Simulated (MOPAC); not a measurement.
MOPAC input (PM7):

```
PM7 PRECISE GNORM=0.05 LET XYZ UHF MS=0.5 GEO-OK AUX(PRECISION=9) THREADS=1
H3BO2P

O    -0.58232700 1    1.36116200 1    0.80317200 1
B    -0.44115700 1    0.16052100 1    0.17615200 1
O    -1.57986600 1   -0.57983400 1    0.05749200 1
P     1.24612800 1   -0.53805000 1   -0.53959400 1
H     0.23303100 1    1.86272500 1    0.87395700 1
H    -1.46530700 1   -1.42385000 1   -0.38663500 1
H     2.04368100 1    0.57864300 1   -0.15948400 1
```

From the output:

```
                                                       MOPAC v23.2.5 Linux

          FINAL HEAT OF FORMATION =        -95.58668 KCAL/MOL =    -399.93466 KJ/MOL

          COSMO AREA              =        107.27 SQUARE ANGSTROMS
          COSMO VOLUME            =         90.50 CUBIC ANGSTROMS

          GRADIENT NORM           =          0.02877          =       0.01087 PER ATOM
          IONIZATION POTENTIAL    =         10.125841 EV
          ALPHA SOMO LUMO (EV)    =        -10.422 -1.018
          BETA  SOMO LUMO (EV)    =        -10.126 -4.554
          NO. OF ALPHA ELECTRONS  =         12
          NO. OF BETA  ELECTRONS  =         11
          MOLECULAR WEIGHT        =         76.8063         POINT GROUP:  Cs

          MOLECULAR DIMENSIONS (Angstroms)

            Atom       Atom       Distance
            H     7    H     6     4.48910
            H     5    P     4     3.33500
            P     4    H     6     0.00000

          SCF CALCULATIONS        =         24

   ATOM   CHEMICAL          X               Y               Z
  NUMBER   SYMBOL      (ANGSTROMS)     (ANGSTROMS)     (ANGSTROMS)

     1       O         -0.64962941  *   1.37834416  *   0.82641767  *
     2       B         -0.50567452  *   0.17224334  *   0.19607750  *
     3       O         -1.64844173  *  -0.57095598  *   0.07689251  *
     4       P          1.40557762  *  -0.58606022  *  -0.59829226  *
     5       H          0.04159606  *   2.01053613  *   0.98920219  *
     6       H         -1.69000135  *  -1.43334220  *  -0.34222414  *
     7       H          2.32855235  *   0.56425182  *  -0.22890972  *

                             CARTESIAN COORDINATES

   1    O       -0.649629412     1.378344157     0.826417666
   2    B       -0.505674524     0.172243338     0.196077504
   3    O       -1.648441727    -0.570955979     0.076892510
   4    P        1.405577622    -0.586060218    -0.598292263
   5    H        0.041596059     2.010536130     0.989202192
   6    H       -1.690001353    -1.433342201    -0.342224135
   7    H        2.328552352     0.564251824    -0.228909720

           Empirical Formula: H3 O2 B P  =     7 atoms

      MOLECULAR POINT GROUP   :   Cs

          ALPHA EIGENVALUES
 -45.46855 -30.58636 -30.01432 -20.24886 -17.52984 -16.18135 -14.82615 -14.61950
 -13.55769 -12.77053 -10.71853 -10.42165  -1.01781  -0.38388   1.29615   1.78712
   2.14706   4.81035   5.75442 104.13713 104.39666 104.67815 104.72700 105.13038

           BETA EIGENVALUES
 -43.77635 -30.53110 -29.94300 -20.21740 -17.52557 -16.02722 -14.69643 -14.54598
 -13.26101 -12.64824 -10.12584  -4.55385  -0.82935  -0.16671   1.28962   1.85665
   2.26947   4.81665   5.79327 104.13421 104.39498 104.64787 104.71802 105.08176

              NET ATOMIC CHARGES AND DIPOLE CONTRIBUTIONS

  ATOM NO.   TYPE          CHARGE      No. of ELECS.   s-Pop       p-Pop       d-Pop
    1          O          -0.514112        6.5141     1.73245     4.78166
    2          B           0.546109        2.4539     0.69076     1.76313
    3          O          -0.490105        6.4901     1.74281     4.74729
    4          P          -0.445866        5.4459     1.91501     3.51166     0.01920
    5          H           0.360997        0.6390     0.63900
    6          H           0.365520        0.6345     0.63448
    7          H           0.177458        0.8225     0.82254
 DIPOLE           X         Y         Z       TOTAL
 POINT-CHG.     0.238     1.098     0.493     1.227
 HYBRID         0.071     0.383     0.175     0.427
 SUM            0.309     1.481     0.668     1.654

          ATOMIC ORBITAL ELECTRON POPULATIONS

     Atom    s        px        py        pz      x^2-y^2     xz        z^2       yz        xy
    1  O   1.73245   1.60380   1.45539   1.72247
    2  B   0.69076   0.66302   0.59641   0.50370
    3  O   1.74281   1.60156   1.44203   1.70369
    4  P   1.91501   1.14927   1.28139   1.08100   0.00392   0.00348   0.00242   0.00158   0.00780
    5  H   0.63900
    6  H   0.63448
    7  H   0.82254

                    (SZ)    =    0.500000
                    (S**2)  =    0.764366

          ATOMIC ORBITAL SPIN POPULATIONS

    Atom   Total    s     px     py     pz   x^2-y^2  xz     z^2    yz     xy
         Atomic
    1  O  0.0089  0.000 -0.005  0.002  0.012
    2  B -0.0796 -0.024 -0.041 -0.005 -0.009
    3  O  0.0169  0.000 -0.002  0.003  0.015
    4  P  1.1217 -0.000  0.120  0.238  0.765 -0.000 -0.000 -0.000 -0.000 -0.000
    5  H -0.0008 -0.001
    6  H -0.0015 -0.002
    7  H -0.0656 -0.066

 **********************
 *                    *
 * JOB ENDED NORMALLY *
 *                    *
 **********************

 == MOPAC DONE ==
```

The geometry given is a B3LYP-D3(BJ)/def2-TZVP minimum.
